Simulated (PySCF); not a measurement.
Geometries of 2 isomers of CH8O3Si3, from PySCF 2.14.0, PBE0-D3(BJ)/def2-SVP geometry optimisation, gas phase. One conformer each, no zero-point energy, no frequencies.

Question: Which is lower in electronic energy at this level?
A.
```xyz
15
angstrom
C     -2.316    0.812   -0.506
Si    -0.870   -0.320   -0.751
O     -0.502   -1.097    0.679
Si     0.882   -1.190    1.590
O      2.037   -0.251    0.848
Si     2.002    0.686   -0.525
O      0.480    0.563   -1.177
H     -2.103    1.540    0.292
H     -2.536    1.366   -1.431
H     -3.214    0.241   -0.223
H     -1.122   -1.345   -1.800
H      1.355   -2.599    1.645
H      0.613   -0.662    2.953
H      2.272    2.102   -0.166
H      3.008    0.178   -1.493
```
B.
```xyz
15
angstrom
O     -4.282    0.090    0.268
C     -3.272    0.719    0.067
Si    -1.607   -0.210   -0.175
O     -0.422    0.916   -0.429
Si     1.126    1.391   -0.757
O      2.168    0.133   -0.542
Si     2.435   -1.422   -0.034
H     -3.300    1.845    0.021
H     -1.335   -1.004    1.058
H     -1.748   -1.123   -1.345
H      1.201    1.834   -2.174
H      1.480    2.487    0.181
H      2.851   -1.428    1.399
H      3.509   -2.025   -0.872
H      1.179   -2.221   -0.180
```

Answer: A. That is `C[SiH]1O[SiH2]O[SiH2]O1`, 98.3 kcal/mol below the other.

| SMILES | atoms numbered as above | E (Eh) | relative (kcal/mol) | relative (kJ/mol) | dipole (D) |
| --- | --- | --- | --- | --- | --- |
| C[SiH]1O[SiH2]O[SiH2]O1 | [CH3:1][SiH:2]1[O:3][SiH2:4][O:5][SiH2:6][O:7]1 | -1136.22287 | 0.0 | 0.0 | 0.92 |
| O=C[SiH2]O[SiH2]O[SiH3] | [O:1]=[CH:2][SiH2:3][O:4][SiH2:5][O:6][SiH3:7] | -1136.06626 | 98.3 | 411.2 | 1.97 |

As drawn, the higher has a C=O bond, which the lower lacks.
